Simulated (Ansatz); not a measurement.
Relaxation of a periodic cell of 17 atoms, HC16 (host C, host structure diamond, interstitial H), cell charge +1, to a largest force component of 0.03 eV/Å in at most 60 steps.

Method: DFT PBE-D3(BJ), scalar-relativistic, plane waves, PAW in Ansatz 0.2.0. Settings: PAW set soft_1, cutoff 420 eV, k mesh 3x3x3, fermi-dirac smearing 0.05 eV, no spin polarisation.

```xyz
17
Lattice="0.0000 3.5700 3.5700 3.5700 0.0000 3.5700 3.5700 3.5700 0.0000" Properties=species:S:1:pos:R:3:forces:R:3
C 0.000 0.000 0.000 0.32 -0.30 0.30
C 0.892 0.892 0.892 -0.03 0.03 -0.02
C 1.785 1.785 0.000 0.31 -0.32 0.31
C 2.678 2.678 0.892 -0.32 0.33 -0.21
C 1.785 0.000 1.785 -0.63 0.65 -0.69
C 2.678 0.892 2.678 -0.15 -1.86 -0.01
C 3.570 1.785 1.785 0.03 -0.09 -1.90
C 4.463 2.678 2.678 1.90 0.12 -0.03
C 0.000 1.785 1.785 0.30 -0.29 0.29
C 0.892 2.678 2.678 -0.20 0.29 -0.30
C 1.785 3.570 1.785 0.05 -0.06 0.06
C 2.678 4.463 2.678 -0.30 0.20 -0.32
C 1.785 1.785 3.570 -1.78 -0.03 0.11
C 2.678 2.678 4.463 -0.11 0.06 1.79
C 3.570 3.570 3.570 0.00 1.83 0.14
C 4.463 4.463 4.463 0.67 -0.65 0.62
H 3.165 2.201 3.136 -0.06 0.09 -0.13
```

Question: Where does it end, and by what steps?

Answer: It converged. The force dipped under the threshold on the way, but the program's further checks kept it going. Limits of this set-up: charged cell in a uniform background, uncorrected. After 11 steps the energy has fallen by 0.473 eV; H17 moved furthest, 0.46 Å. Joined: C7–H17 (1.47 → 1.18 Å), C8–H17 (1.46 → 1.18 Å).

| step | energy less start (eV) | largest force component (eV/Å) | accepted |
| --- | --- | --- | --- |
| 0 | 0.0000 | 1.905 | yes |
| 1 | -0.1836 | 0.787 | yes |
| 2 | -0.2162 | 0.154 | yes |
| 3 | -0.2268 | 0.247 | yes |
| 4 | -0.2836 | 0.733 | yes |
| 5 | -0.3748 | 0.834 | yes |
| 6 | -0.4481 | 0.588 | yes |
| 7 | -0.4715 | 0.126 | yes |
| 8 | -0.4728 | 0.035 | yes |
| 9 | -0.4729 | 0.010 | yes |
| 10 | -0.4718 | 0.137 | no |
| 11 | -0.4729 | 0.003 | yes |

```xyz
17
Lattice="0.0000 3.5700 3.5700 3.5700 0.0000 3.5700 3.5700 3.5700 0.0000" Properties=species:S:1:pos:R:3
C -0.020 -0.009 0.010
C 0.857 0.895 0.904
C 1.777 1.779 0.027
C 2.654 2.680 0.903
C 1.747 -0.006 1.781
C 2.621 0.848 2.692
C 3.487 1.718 1.721
C 4.530 2.741 2.764
C -0.018 1.786 1.807
C 0.874 2.673 2.698
C 1.777 3.564 1.823
C 2.670 4.467 2.701
C 1.759 1.785 3.592
C 2.659 2.674 4.492
C 3.558 3.611 3.630
C 4.470 4.464 4.504
H 3.464 2.231 2.786
```

Time of the run: 54 s on 1 thread of Arm Neoverse V1, with other jobs on the host, peak memory 0.32 GiB.
